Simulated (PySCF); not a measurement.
prop-2-enylboronamidic acid (C₃H₈BNO), SMILES C(=C)CB(O)N.

The structure is a stationary point at PBE-D3(BJ)/def2-SVP. The values are those of a single conformer.

Calculation: TDDFT-PBE/def2-SVPD run with PySCF.

Vertical excitations. 

| state | energy (eV) | λ (nm) | f | main pairs |
|---|---|---|---|---|
| S1 | 5.35 | 232 | 0.003 | HOMO→LUMO+1 74 %, HOMO→LUMO 26 % |
| S2 | 5.77 | 215 | 0.007 | HOMO−1→LUMO 98 % |
| S3 | 5.92 | 210 | 0.007 | HOMO−1→LUMO+1 98 % |
| S4 | 6.32 | 196 | 0.110 | HOMO→LUMO 37 %, HOMO→LUMO+2 30 %, HOMO→LUMO+1 14 %, HOMO→LUMO+3 12 % |
| S5 | 6.54 | 190 | 0.030 | HOMO→LUMO+2 62 %, HOMO→LUMO+3 25 % |
| S6 | 6.89 | 180 | 0.079 | HOMO→LUMO+3 46 %, HOMO→LUMO+4 27 %, HOMO→LUMO 8 % |
| S7 | 7.00 | 177 | 0.015 | HOMO→LUMO+4 45 %, HOMO−1→LUMO+2 41 % |
| S8 | 7.01 | 177 | 0.053 | HOMO−1→LUMO+2 44 %, HOMO→LUMO+4 26 %, HOMO→LUMO+3 9 %, HOMO−1→LUMO+3 8 % |
| S9 | 7.05 | 176 | 0.002 | HOMO→LUMO+5 99 % |
| S10 | 7.24 | 171 | 0.020 | HOMO→LUMO+6 98 % |
| T1 | 4.30 | 288 | 0 | HOMO→LUMO 81 %, HOMO→LUMO+1 15 % |
| T2 | 5.31 | 233 | 0 | HOMO→LUMO+1 84 %, HOMO→LUMO 16 % |
| T3 | 5.65 | 219 | 0 | HOMO−1→LUMO 96 % |
| T4 | 5.76 | 215 | 0 | HOMO−1→LUMO+1 96 % |
Triplets are in the Tamm–Dancoff approximation, which puts them higher than full response would, so one can lie above its singlet here.
